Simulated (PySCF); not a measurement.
## How methods differ on the ionisation energy of Be⁺

Be⁺ [He] 2s1 (2S) → Be²⁺ 1s2 (1S), as a difference of total energies. Computed with PySCF 2.14 in def2-TZVP (5s3p1d, 19 functions), with no relativity, point nucleus. The calculations carry no spin-orbit coupling.

```csv
method,ionisation energy (eV),error (eV)
UHF,18.122,-0.089
PBE,18.478,+0.267
PBE0,18.442,+0.231
```

Reference: 18.211 eV (measured; NIST Atomic Spectra Database, ionization energies).
